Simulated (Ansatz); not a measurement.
Ansatz (a program for electronic structure) job for C₄H₅FO, SMILES C[C@@H]1OC=C1F, PBE-D3(BJ)/def2-SVP. 

Ansatz 0.2 input:
```yaml
crystal:
  periodic: [false, false, false]
  atoms:
    - {symbol: C, position_ang: [1.82874256, -0.11970872, -0.56392783]}
    - {symbol: C, position_ang: [0.63120572, -0.41517537, 0.29804025]}
    - {symbol: O, position_ang: [-0.26108066, -1.41436535, -0.32409834]}
    - {symbol: C, position_ang: [-1.28771246, -0.46708285, -0.28742983]}
    - {symbol: C, position_ang: [-0.55785399, 0.50964867, 0.27295884]}
    - {symbol: F, position_ang: [-0.73543556, 1.76289438, 0.66215158]}
    - {symbol: H, position_ang: [2.41890608, 0.69923936, -0.12320253]}
    - {symbol: H, position_ang: [1.50809814, 0.17795222, -1.57314674]}
    - {symbol: H, position_ang: [2.47514472, -1.00738171, -0.63972687]}
    - {symbol: H, position_ang: [0.91014147, -0.77676034, 1.30340677]}
    - {symbol: H, position_ang: [-2.29101617, -0.69026651, -0.65175659]}
basis:
  gaussian:
    orbitals: def2-SVP
hamiltonian:
  xc: pbe
  dispersion: d3bj
relax: {f_tol: 0.002, max_steps: 200}
```

Output:

```
WARN ansatz: RAYON_NUM_THREADS=2 ignored (pool sized by the plan → 2); use --threads N
Functional definition: PBE
integrals: 0.05 GiB planned
1213 factors; their error is unknown
mean field: 0.31 GiB planned
mean field evaluation 1: about -8966.3950 eV, gradient 5.7e1 eV
mean field evaluation 2: about -8956.7105 eV, gradient 8.5e1 eV
mean field evaluation 4: about -8974.2427 eV, gradient 7.7e0 eV
mean field evaluation 8: about -8974.3786 eV, gradient 7.5e-2 eV
mean field evaluation 16: about -8974.3048 eV, gradient 1.9e-4 eV
mean field -8974.30483248 eV, -329.7996195912 hartree, gradient 2.4e-5 eV, S^2 0.000000; 0 other end points of the search recorded, 0 dependent functions left out
the calculation of the forces begins
reference -8974.30486133 eV, -329.7996206517 hartree; 23, 23 occupied and 86, 86 virtual orbitals, 1213 factors
relax step   1: F+E_penalty+E_count = -8974.51035414 eV  Δ(F+E_penalty+E_count) = +0.000e0 eV  max|allowed force component| = 3.919e-1 eV/Å  Δτ_max = 0.0000 Å  (29 SCF iters, accepted)
these checks for a lower state are left out or cut short: starts, cluster_reference, orbital_swaps, neighbouring_geometries, increment
integrals: 0.05 GiB planned
1213 factors; their error is unknown
mean field: 0.31 GiB planned
mean field -8974.31499409 eV, -329.7999930235 hartree, gradient 1.5e-5 eV, S^2 0.000000; 0 other end points of the search recorded, 0 dependent functions left out
the calculation of the forces begins
reference -8974.31502303 eV, -329.7999940871 hartree; 23, 23 occupied and 86, 86 virtual orbitals, 1213 factors
relax step   2: F+E_penalty+E_count = -8974.52012000 eV  Δ(F+E_penalty+E_count) = -9.766e-3 eV  max|allowed force component| = 1.266e-1 eV/Å  Δτ_max = 0.0099 Å  (34 SCF iters, accepted)
these checks for a lower state are left out or cut short: starts, cluster_reference, orbital_swaps, neighbouring_geometries, increment
integrals: 0.05 GiB planned
1213 factors; their error is unknown
mean field: 0.31 GiB planned
mean field evaluation 32: about -8974.3161 eV, gradient 1.5e-5 eV
mean field -8974.31613323 eV, -329.8000348861 hartree, gradient 1.5e-5 eV, S^2 0.000000; 0 other end points of the search recorded, 0 dependent functions left out
the calculation of the forces begins
reference -8974.31616223 eV, -329.8000359521 hartree; 23, 23 occupied and 86, 86 virtual orbitals, 1213 factors
relax step   3: F+E_penalty+E_count = -8974.52108430 eV  Δ(F+E_penalty+E_count) = -9.643e-4 eV  max|allowed force component| = 3.782e-2 eV/Å  Δτ_max = 0.0120 Å  (33 SCF iters, accepted)
these checks for a lower state are left out or cut short: starts, cluster_reference, orbital_swaps, neighbouring_geometries, increment
integrals: 0.05 GiB planned
1213 factors; their error is unknown
mean field: 0.31 GiB planned
mean field -8974.31624138 eV, -329.8000388609 hartree, gradient 1.5e-5 eV, S^2 0.000000; 0 other end points of the search recorded, 0 dependent functions left out
the calculation of the forces begins
reference -8974.31627039 eV, -329.8000399268 hartree; 23, 23 occupied and 86, 86 virtual orbitals, 1213 factors
relax step   4: F+E_penalty+E_count = -8974.52116812 eV  Δ(F+E_penalty+E_count) = -8.382e-5 eV  max|allowed force component| = 2.450e-2 eV/Å  Δτ_max = 0.0058 Å  (34 SCF iters, accepted)
these checks for a lower state are left out or cut short: starts, cluster_reference, orbital_swaps, neighbouring_geometries, increment
integrals: 0.05 GiB planned
1213 factors; their error is unknown
mean field: 0.31 GiB planned
mean field -8974.31626422 eV, -329.8000396999 hartree, gradient 1.5e-5 eV, S^2 0.000000; 0 other end points of the search recorded, 0 dependent functions left out
the calculation of the forces begins
reference -8974.31629322 eV, -329.8000407658 hartree; 23, 23 occupied and 86, 86 virtual orbitals, 1213 factors
relax step   5: F+E_penalty+E_count = -8974.52121470 eV  Δ(F+E_penalty+E_count) = -4.658e-5 eV  max|allowed force component| = 8.731e-3 eV/Å  Δτ_max = 0.0022 Å  (35 SCF iters, accepted)
these checks for a lower state are left out or cut short: starts, cluster_reference, orbital_swaps, neighbouring_geometries, increment
integrals: 0.05 GiB planned
1213 factors; their error is unknown
mean field: 0.31 GiB planned
mean field -8974.31626778 eV, -329.8000398310 hartree, gradient 7.0e-5 eV, S^2 0.000000; 0 other end points of the search recorded, 0 dependent functions left out
the calculation of the forces begins
reference -8974.31629679 eV, -329.8000408969 hartree; 23, 23 occupied and 86, 86 virtual orbitals, 1213 factors
relax step   6: F+E_penalty+E_count = -8974.52121569 eV  Δ(F+E_penalty+E_count) = -9.887e-7 eV  max|allowed force component| = 9.410e-3 eV/Å  Δτ_max = 0.0005 Å  (20 SCF iters, accepted)
these checks for a lower state are left out or cut short: starts, cluster_reference, orbital_swaps, neighbouring_geometries, increment
integrals: 0.05 GiB planned
1213 factors; their error is unknown
mean field: 0.31 GiB planned
mean field -8974.31626793 eV, -329.8000398364 hartree, gradient 7.2e-5 eV, S^2 0.000000; 0 other end points of the search recorded, 0 dependent functions left out
the calculation of the forces begins
reference -8974.31629694 eV, -329.8000409023 hartree; 23, 23 occupied and 86, 86 virtual orbitals, 1213 factors
relax step   7: F+E_penalty+E_count = -8974.52121796 eV  Δ(F+E_penalty+E_count) = -2.268e-6 eV  max|allowed force component| = 3.900e-3 eV/Å  Δτ_max = 0.0005 Å  (20 SCF iters, accepted)
these checks for a lower state are left out or cut short: starts, cluster_reference, orbital_swaps, neighbouring_geometries, increment
integrals: 0.05 GiB planned
1213 factors; their error is unknown
mean field: 0.31 GiB planned
mean field -8974.31626897 eV, -329.8000398745 hartree, gradient 6.0e-5 eV, S^2 0.000000; 0 other end points of the search recorded, 0 dependent functions left out
the calculation of the forces begins
reference -8974.31629797 eV, -329.8000409405 hartree; 23, 23 occupied and 86, 86 virtual orbitals, 1213 factors
relax step   8: F+E_penalty+E_count = -8974.52121859 eV  Δ(F+E_penalty+E_count) = -6.363e-7 eV  max|allowed force component| = 1.023e-3 eV/Å  Δτ_max = 0.0004 Å  (20 SCF iters, accepted)
integrals: 0.05 GiB planned
1213 factors; their error is unknown
mean field: 0.31 GiB planned
mean field evaluation 64: about -8974.2524 eV, gradient 7.7e0 eV
mean field -8974.31626897 eV, -329.8000398745 hartree, gradient 6.0e-5 eV, S^2 0.000000; 1 other end points of the search recorded, 0 dependent functions left out
the calculation of the forces begins
reference -8974.31629797 eV, -329.8000409405 hartree; 23, 23 occupied and 86, 86 virtual orbitals, 1213 factors
Total energy: -8974.52124760 eV, -329.8075727004 hartree
Atom 0 at     1.835212    -0.120196    -0.565545 Å, force    -0.000103    -0.000296     0.000344 eV/Å
Atom 1 at     0.630032    -0.417005     0.295010 Å, force    -0.000051     0.000556    -0.001023 eV/Å
Atom 2 at    -0.266765    -1.423446    -0.326237 Å, force    -0.000045     0.000051     0.000396 eV/Å
Atom 3 at    -1.296117    -0.470320    -0.286424 Å, force     0.000085    -0.000571    -0.000228 eV/Å
Atom 4 at    -0.561807     0.514294     0.273787 Å, force    -0.000043     0.000467     0.000406 eV/Å
Atom 5 at    -0.739116     1.773749     0.665049 Å, force     0.000261    -0.000229     0.000041 eV/Å
Atom 6 at     2.427079     0.704192    -0.118342 Å, force     0.000102     0.000047    -0.000055 eV/Å
Atom 7 at     1.518788     0.182364    -1.582712 Å, force     0.000013     0.000061    -0.000013 eV/Å
Atom 8 at     2.489260    -1.011687    -0.641153 Å, force     0.000057     0.000092     0.000007 eV/Å
Atom 9 at     0.910546    -0.779083     1.308008 Å, force    -0.000304    -0.000174     0.000066 eV/Å
Atom 10 at    -2.307971    -0.693868    -0.648172 Å, force     0.000027    -0.000006     0.000059 eV/Å
Dipole moment:     0.152347     0.039154     0.013733 e Å
```

The run converged.
